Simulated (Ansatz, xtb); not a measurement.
## C4H6O3S: which of two isomers lies lower

Structure a is `O=C[C@@H]1OCOCS1`, a singlet and structure b is `O=C(O)[C@@H]1CC[S@@]1=O`, a singlet. Both are isolated molecules in the gas phase, relaxed with PBE-D3(BJ)/def2-SVP, each in the lowest conformer that the search found.

Problem. Estimate E(b) − E(a) at the level CCSD(T)/def2-SVP + ΔMP2/def2-TZVPP.

Solution. Not settled: CCSD(T)/def2-SVP + ΔMP2/def2-TZVPP gives E(b) − E(a) = −10.7 kcal/mol, but this leans on the basis-set step: CCSD(T) alone gives +3.9 kcal/mol.

How the difference moves with the method:

```tsv
level	geometry	E(b) − E(a) (kcal/mol)	departure from the last row (kcal/mol)	job, with rough time for the two
GFN2-xTB	GFN2-xTB	−10.6	+0.2	optimisation, 0.21 s
HF/STO-3G	GFN2-xTB	+100.1	+110.9	single point, 0.5 s
r2SCAN-D4/def2-SVP	GFN2-xTB	−0.8	+9.9	single point, 4.8 s
PBE-D3(BJ)/def2-SVP	PBE-D3(BJ)/def2-SVP	−3.8	+7.0	optimisation, 33 s
HF/def2-SVP	PBE-D3(BJ)/def2-SVP	+15.6	+26.3	part of the CCSD(T) run
MP2/def2-SVP	PBE-D3(BJ)/def2-SVP	−0.5	+10.2	part of the CCSD(T) run
CCSD(T)/def2-SVP	PBE-D3(BJ)/def2-SVP	+3.9	+14.6	single point
CCSD(T)/def2-SVP + ΔMP2/def2-TZVPP	PBE-D3(BJ)/def2-SVP	−10.7		single point, 2.1 min
```

As drawn, b has 2 C–C, 1 O=S, 1 O–H in place of 3 C–O, 1 C–H. Structure a has a 6-membered ring, b a 4-membered ring.

HF/STO-3G, HF/def2-SVP, CCSD(T)/def2-SVP put the two in the other order. The largest departure from CCSD(T)/def2-SVP + ΔMP2/def2-TZVPP is that of HF/STO-3G, 110.9 kcal/mol. The last row adds to CCSD(T) the change of the MP2 difference between the two basis sets, here −14.6 kcal/mol, a large step that makes the value less sure.

With thermal terms from frequencies at re-optimised GFN2-xTB minima (ideal gas, soft modes damped towards free rotors, one conformer each, 298.15 K, 1 atm): on the last row, ΔE + ΔZPE = −10.8, ΔH = −10.4, ΔG = −11.6 kcal/mol.

The correlated steps freeze 12 core orbitals. Codes used: Ansatz 0.2.0, xtb 6.7.1; the last row on 4 threads of Arm Neoverse V1 on a shared host.
